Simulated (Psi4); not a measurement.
C2H6BClOS, singlet, at a GFN2-xTB geometry, atoms displaced at random by about 0.08 Å a coordinate; Psi4 with TPSS/STO-3G, gradient.

Here is a job for Psi4.
```
memory 2 GB

molecule mol {
0 1
B     0.062890    0.388128    0.015670
Cl    0.500107    1.842803    0.545394
O    -0.891559   -0.009482   -0.922096
C    -1.652297    0.918485   -1.653744
H    -1.455302    1.834016   -1.347486
H    -1.263424    0.774715   -2.750199
H    -2.735227    0.628347   -1.637951
S     0.917649   -0.962775    0.848520
C     0.153160   -2.577637   -0.123266
H    -0.893941   -2.610442    0.074550
H     0.589053   -3.447069    0.242998
H     0.380527   -2.422831   -1.317855
symmetry c1
no_reorient
no_com
}

set {
  basis sto-3g
  reference rks
}

gradient('tpss')
print_variables()
```

Q: What does Psi4 print? Leave out banner, timings and long lists.

A: 
```
gradient() will perform analytic gradient computation.

   => Loading Basis Set <=

    Name: STO-3G
    Role: ORBITAL
    Keyword: BASIS

         ---------------------------------------------------------
                                   SCF
               by Justin Turney, Rob Parrish, Andy Simmonett
                          and Daniel G. A. Smith
                              RKS Reference
         ---------------------------------------------------------

  ==> Geometry <==

    Molecular point group: c1
    Full point group: C1

    Geometry (in Angstrom), charge = 0, multiplicity = 1:

       Center              X                  Y                   Z               Mass
    ------------   -----------------  -----------------  -----------------  -----------------
         B            0.062890000000     0.388128000000     0.015670000000    11.009305360000
         CL           0.500107000000     1.842803000000     0.545394000000    34.968852682000
         O           -0.891559000000    -0.009482000000    -0.922096000000    15.994914619570
         C           -1.652297000000     0.918485000000    -1.653744000000    12.000000000000
         H           -1.455302000000     1.834016000000    -1.347486000000     1.007825032230
         H           -1.263424000000     0.774715000000    -2.750199000000     1.007825032230
         H           -2.735227000000     0.628347000000    -1.637951000000     1.007825032230
         S            0.917649000000    -0.962775000000     0.848520000000    31.972071174400
         C            0.153160000000    -2.577637000000    -0.123266000000    12.000000000000
         H           -0.893941000000    -2.610442000000     0.074550000000     1.007825032230
         H            0.589053000000    -3.447069000000     0.242998000000     1.007825032230
         H            0.380527000000    -2.422831000000    -1.317855000000     1.007825032230

  Running in c1 symmetry.

  Rotational constants: A =      0.09285  B =      0.06034  C =      0.03719 [cm^-1]
  Rotational constants: A =   2783.66687  B =   1808.98303  C =   1114.93192 [MHz]
  Nuclear repulsion =  346.600337115972593

  Charge       = 0
  Multiplicity = 1
  Electrons    = 64
  Nalpha       = 32
  Nbeta        = 32

  ==> Algorithm <==

  SCF Algorithm Type is DF.
  DIIS enabled.
  MOM disabled.
  Fractional occupation disabled.
  Guess Type is SAD.
  Energy threshold   = 1.00e-08
  Density threshold  = 1.00e-08
  Integral threshold = 1.00e-12

  ==> Primary Basis <==

  Basis Set: STO-3G
    Blend: STO-3G
    Number of shells: 28
    Number of basis functions: 44
    Number of Cartesian functions: 44
    Spherical Harmonics?: true
    Max angular momentum: 1

  ==> DFT Potential <==

   => LibXC <=

    Version 7.1.2
    S. Lehtola, C. Steigemann, M. J. T. Oliveira, and M. A. L. Marques,  SoftwareX 7, 1–5 (2018) (10.1016/j.softx.2017.11.002)

   => Composite Functional: TPSS <=

    TPSS Meta-GGA XC Functional

    J. Tao, et al., Phys. Rev. Lett., 91, 146401, 2003

    Deriv               =              1
    GGA                 =           TRUE
    Meta                =           TRUE

    Exchange Hybrid     =          FALSE
    MP2 Hybrid          =          FALSE

   => Exchange Functionals <=

    1.0000   XC_MGGA_X_TPSS

   => Correlation Functionals <=

    1.0000   XC_MGGA_C_TPSS

   => LibXC Density Thresholds  <==

    XC_MGGA_C_TPSS:  1.00E-15
    XC_MGGA_X_TPSS:  1.00E-15

   => Molecular Quadrature <=

    Radial Scheme          =       TREUTLER
    Pruning Scheme         =           NONE
    Nuclear Scheme         =       TREUTLER

    Blocking Scheme        =         OCTREE
    BS radius alpha        =              1
    Pruning alpha          =              1
    Radial Points          =             75
    Spherical Points       =            302
    Total Points           =         251611
    Total Blocks           =           1935
    Max Points             =            256
    Max Functions          =             40
    Weights Tolerance      =       1.00E-15

   => Loading Basis Set <=

    Name: (STO-3G AUX)
    Role: JKFIT
    Keyword: DF_BASIS_SCF

  ==> Integral Setup <==

  SCF_SUBTYPE=INCORE selected. In-core MEM_DF algorithm will be used.
  Using in-core AOs.

  ==> MemDFJK: Density-Fitted J/K Matrices <==

    J tasked:                   Yes
    K tasked:                    No
    wK tasked:                   No
    Algorithm:                 Core
    Schwarz Cutoff:           1E-12
    Mask sparsity (%):       5.6818
    Fitting Condition:        1E-10

   => Auxiliary Basis Set <=

  Basis Set: (STO-3G AUX)
    Blend: DEF2-UNIVERSAL-JKFIT
    Number of shells: 212
    Number of basis functions: 666
    Number of Cartesian functions: 790
    Spherical Harmonics?: true
    Max angular momentum: 4

  Minimum eigenvalue in the overlap matrix is 2.1472135637E-01.
  Reciprocal condition number of the overlap matrix is 9.3600886422E-02.
    Using symmetric orthogonalization.

  ==> Pre-Iterations <==

  SCF Guess: Superposition of Atomic Densities via on-the-fly atomic UHF (no occupation information).

   -------------------------
    Irrep   Nso     Nmo
   -------------------------
     A         44      44
   -------------------------
    Total      44      44
   -------------------------

  ==> Iterations <==

                           Total Energy        Delta E     RMS |[F,P]|

   @DF-RKS iter SAD: -1024.57184143395443   -1.02457e+03   0.00000e+00
   @DF-RKS iter   1: -1026.69933920425615   -2.12750e+00   5.47355e-03 ADIIS/DIIS
   @DF-RKS iter   2: -1026.65848778278496    4.08514e-02   8.13939e-03 ADIIS/DIIS
   @DF-RKS iter   3: -1026.73950043484547   -8.10127e-02   1.24039e-03 ADIIS/DIIS
   @DF-RKS iter   4: -1026.74168942216988   -2.18899e-03   3.07541e-04 ADIIS/DIIS
   @DF-RKS iter   5: -1026.74177501449049   -8.55923e-05   1.54513e-04 ADIIS/DIIS
   @DF-RKS iter   6: -1026.74181585180168   -4.08373e-05   2.56038e-05 DIIS
[...]
  @DF-RKS Final Energy: -1026.74181673797648
    Total Energy =                      -1026.7418167379764782
[...]

Computation Completed

Properties will be evaluated at   0.000000,   0.000000,   0.000000 [a0]

Properties computed using the SCF density matrix

 Multipole Moments:

 ------------------------------------------------------------------------------------
     Multipole            Electronic (a.u.)      Nuclear  (a.u.)        Total (a.u.)
 ------------------------------------------------------------------------------------

 L = 1.  Multiply by 2.5417464519 to convert [e a0] to [Debye]
 Dipole X            :         -4.3356931            3.7663092           -0.5693838
 Dipole Y            :         -5.2090667            4.8941242           -0.3149425
 Dipole Z            :          2.8890308           -3.4929754           -0.6039446
 Magnitude           :                                                    0.8877702

 ------------------------------------------------------------------------------------

         ------------------------------------------------------------
                                   SCF GRAD
                          Rob Parrish, Justin Turney,
                       Andy Simmonett, and Alex Sokolov
         ------------------------------------------------------------

  ==> Geometry <==

    Molecular point group: c1
    Full point group: C1

    Geometry (in Angstrom), charge = 0, multiplicity = 1:

       Center              X                  Y                   Z               Mass
    ------------   -----------------  -----------------  -----------------  -----------------
         B            0.062890000000     0.388128000000     0.015670000000    11.009305360000
         CL           0.500107000000     1.842803000000     0.545394000000    34.968852682000
         O           -0.891559000000    -0.009482000000    -0.922096000000    15.994914619570
         C           -1.652297000000     0.918485000000    -1.653744000000    12.000000000000
         H           -1.455302000000     1.834016000000    -1.347486000000     1.007825032230
         H           -1.263424000000     0.774715000000    -2.750199000000     1.007825032230
         H           -2.735227000000     0.628347000000    -1.637951000000     1.007825032230
         S            0.917649000000    -0.962775000000     0.848520000000    31.972071174400
         C            0.153160000000    -2.577637000000    -0.123266000000    12.000000000000
         H           -0.893941000000    -2.610442000000     0.074550000000     1.007825032230
         H            0.589053000000    -3.447069000000     0.242998000000     1.007825032230
         H            0.380527000000    -2.422831000000    -1.317855000000     1.007825032230

  Nuclear repulsion =  346.600337115972593

  ==> Basis Set <==

  Basis Set: STO-3G
    Blend: STO-3G
    Number of shells: 28
    Number of basis functions: 44
    Number of Cartesian functions: 44
    Spherical Harmonics?: true
    Max angular momentum: 1

  ==> DFJKGrad: Density-Fitted SCF Gradients <==

    Gradient:                    1
    J tasked:                  Yes
    K tasked:                   No
    wK tasked:                  No
    Integrals threads:           1
    Schwarz Cutoff:          1E-12
    Fitting Condition:       1E-10

   => Auxiliary Basis Set <=

  Basis Set: (STO-3G AUX)
    Blend: DEF2-UNIVERSAL-JKFIT
    Number of shells: 212
    Number of basis functions: 666
    Number of Cartesian functions: 790
    Spherical Harmonics?: true
    Max angular momentum: 4

  ==> DFT Potential <==

   => LibXC <=

    Version 7.1.2
    S. Lehtola, C. Steigemann, M. J. T. Oliveira, and M. A. L. Marques,  SoftwareX 7, 1–5 (2018) (10.1016/j.softx.2017.11.002)

   => Composite Functional: TPSS <=

    TPSS Meta-GGA XC Functional

    J. Tao, et al., Phys. Rev. Lett., 91, 146401, 2003

    Deriv               =              1
    GGA                 =           TRUE
    Meta                =           TRUE

    Exchange Hybrid     =          FALSE
    MP2 Hybrid          =          FALSE

   => Exchange Functionals <=

    1.0000   XC_MGGA_X_TPSS

   => Correlation Functionals <=

    1.0000   XC_MGGA_C_TPSS

   => LibXC Density Thresholds  <==

    XC_MGGA_C_TPSS:  1.00E-15
    XC_MGGA_X_TPSS:  1.00E-15

   => Molecular Quadrature <=

    Radial Scheme          =       TREUTLER
    Pruning Scheme         =           NONE
    Nuclear Scheme         =       TREUTLER

    Blocking Scheme        =         OCTREE
    BS radius alpha        =              1
    Pruning alpha          =              1
    Radial Points          =             75
    Spherical Points       =            302
    Total Points           =         251611
    Total Blocks           =           1935
    Max Points             =            256
    Max Functions          =             40
    Weights Tolerance      =       1.00E-15

  -Total Gradient:
     Atom            X                  Y                   Z
    ------   -----------------  -----------------  -----------------
       1        0.043816568202     0.161453846442     0.046395350419
       2       -0.031581081049    -0.150294365002    -0.039833645457
       3       -0.037843865321     0.036763760001    -0.048987290158
       4        0.023182360573     0.100335443833     0.105736026482
       5       -0.013032668314    -0.130136653079    -0.036079187964
       6        0.020275258951    -0.014156829544    -0.026562023122
       7       -0.004757478247    -0.007177048128    -0.003073924645
       8        0.019719071961     0.054879679823     0.029383766744
       9       -0.035660301229    -0.108626091760     0.061955725219
      10        0.033866037284    -0.002315876164    -0.000620072300
      11       -0.033042198112     0.047097884060    -0.020364818852
      12        0.014913622638     0.012075259553    -0.068049059737

  Variable Map:
  ----------------------------------------------------------------------------
[...]
  Array Variable Map:
  ----------------------------------------------------------------------------
[...]
[...]
```
